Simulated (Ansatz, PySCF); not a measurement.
C₃H₁₀ClNSi, SMILES CN([Si@H](Cl)C)C. Atoms are numbered in the order given.

```xyz
16

C     -1.1254    -1.5824     0.6072
N     -0.8356    -0.2399     1.0756
C     -1.9953     0.4492     1.6128
Si     0.5094     0.6629     0.4797
C      2.0315    -0.4043     0.2930
Cl     0.1269     1.5036    -1.4181
H     -1.8583    -1.5932    -0.2249
H     -0.2113    -2.0819     0.2547
H     -1.5447    -2.1967     1.4252
H     -1.7127     1.4420     1.9948
H     -2.4327    -0.1215     2.4527
H     -2.7926     0.5926     0.8557
H      0.7095     1.8122     1.3970
H      2.2667    -0.9197     1.2378
H      2.8908     0.2244     0.0118
H      1.8998    -1.1576    -0.4989
```
Charge 0, spin multiplicity 1.

Coordinates come from a B3LYP-D3(BJ)/def2-SVP optimisation. The structure was generated by enumeration; whether it is a known compound was not checked. One conformer was computed; it need not be the lowest.

Two levels are set side by side: PBE-D3(BJ)/def2-SVP (Ansatz, a program for electronic structure) and B3LYP-D3(BJ)/def2-SVP (Ansatz). Each level has its own optimised geometry; the coordinates shown are those of the second. Frequencies come from the Hessian of PySCF at each geometry. Differences are taken from unrounded values.

```tsv
quantity	B3LYP-D3(BJ)	PBE-D3(BJ)	PBE-D3(BJ) minus B3LYP-D3(BJ)
mean bond length (Å)	1.335	1.342	0.007
bond C1–N2 (Å)	1.451	1.452	0.001
bond N2–C3 (Å)	1.452	1.453	0.001
bond N2–Si4 (Å)	1.726	1.737	0.011
bond Si4–C5 (Å)	1.868	1.874	0.006
bond Si4–Cl6 (Å)	2.111	2.116	0.005
bond C1–H7 (Å)	1.109	1.117	0.008
bond C1–H8 (Å)	1.100	1.108	0.008
bond C1–H9 (Å)	1.106	1.114	0.008
bond C3–H10 (Å)	1.101	1.109	0.008
bond C3–H11 (Å)	1.106	1.114	0.008
bond C3–H12 (Å)	1.109	1.117	0.009
bond Si4–H13 (Å)	1.484	1.499	0.014
bond C5–H14 (Å)	1.102	1.109	0.007
bond C5–H15 (Å)	1.101	1.108	0.007
bond C5–H16 (Å)	1.101	1.108	0.007
highest harmonic wavenumber (cm⁻¹)	3134	3087	-47
mean harmonic wavenumber (cm⁻¹)	1356	1320	-36
zero-point energy (kcal/mol)	81.44	79.25	-2.19
```

Exact exchange shortens and stiffens bonds; PBE has none. Differences between two approximate levels are no errors against the true value.
